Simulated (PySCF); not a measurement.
SMILES [CH3][Ge]([Br])([CH3])[CH3] (C3H9BrGe), singlet at its PBE0/def2-SVP optimised geometry (Å):

```
14

C     -0.8954    -2.1250     1.6177
Ge    -0.3464    -1.1906     0.0000
C     -0.8970     0.6771     0.0000
C     -0.8966    -2.1244    -1.6176
Br     1.9962    -1.1906     0.0000
H     -1.9945    -2.1599     1.6781
H     -0.5087    -3.1540     1.6145
H     -0.5089    -1.6080     2.5075
H     -0.5147     1.1884    -0.8949
H     -1.9962     0.7456     0.0044
H     -0.5074     1.1906     0.8905
H     -1.9958    -2.1568    -1.6784
H     -0.5124    -3.1544    -1.6140
H     -0.5086    -1.6086    -2.5074
```

Calculation: PBE0/def2-TZVP (PySCF).

Map of the electron localisation function on the plane z = 1.0 Å:

```
|0000000000000000000000000000000|
|0000000000000000000000000000000|
|0000000000000000000000000000000|
|0000000000000000000000000000000|
|0000000000000000000000000000000|
|0000000000001111000000000000000|
|0000000000125665200000000000000|
|0000000000268998620000000000000|
|0000000001489999851000000000000|
|0000011112599999961000000000000|
|0000233222699999960000000000000|
|0001355433699999940000000000000|
|0001466543589999710000111100000|
|0001356543467886300002343321000|
|0000134322245542100024565532100|
|0000001111223321000146777653100|
|0000000000122321101367888764210|
|0000000000112221112467888875310|
|0000000000123322113578888876310|
|0000000012355433223578888876410|
|0000012234677654222578888876410|
|0001356655789876312478888875310|
|0002688876789986311367888875310|
|0004789987677876200257787764210|
|0003789986556764200136777653100|
|0002688865457764200014555432000|
|0000356533468886300002333211000|
|0000012111378998400000111100000|
|0000000001379998510000000000000|
|0000000000379998510000000000000|
|0000000000268887300000000000000|
```
Scale: ten equal steps from 0.000 (start of '0') to 1.000 (end of '9'), in the order '0123456789'; x runs from -4.00 to 4.00, y from -4.00 (bottom) to 4.00 (top).
